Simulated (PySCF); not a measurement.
Electron correlation in Eu³⁺ (europium, charge +3)

[Xe] 4f6, high-spin 7F determinant. All numbers are calculated (PySCF 2.14, scalar relativity by spin-free X2C-1e, in ANO-RCC-VTZP). Frozen: [Ar] 3d10; 32 electrons correlated.

MP2 pair energies summed by pair of shells (mhartree):

| pair | energy | share (%) |
| --- | --- | --- |
| 4d-4f | -194.64 | 18.9 |
| 4f-5p | -139.59 | 13.6 |
| 4d-4d | -137.44 | 13.4 |
| 5p-5p | -129.99 | 12.6 |
| 4d-5p | -97.20 | 9.5 |
| 4f-4f | -88.91 | 8.6 |
| 4p-4d | -53.61 | 5.2 |
| 5s-5p | -36.28 | 3.5 |
| 4p-4f | -33.97 | 3.3 |
| 4f-5s | -29.75 | 2.9 |
| 4d-5s | -26.95 | 2.6 |
| 4p-4p | -14.79 | 1.4 |
| 4p-5p | -9.85 | 1.0 |
| 4s-4d | -8.73 | 0.8 |
| 5s-5s | -6.38 | 0.6 |
| 4s-4f | -6.23 | 0.6 |
| 4s-4p | -6.18 | 0.6 |
| 4p-5s | -4.72 | 0.5 |
| 4s-5p | -1.16 | 0.1 |
| 4s-4s | -1.13 | 0.1 |
| 4s-5s | -0.41 | 0.0 |

Total MP2 correlation energy: -1027.9 mhartree.

Same-spin part -411.48 and opposite-spin part -616.43 mhartree; SCS-MP2 scales them by 1/3 and 6/5 to -876.88 mhartree.
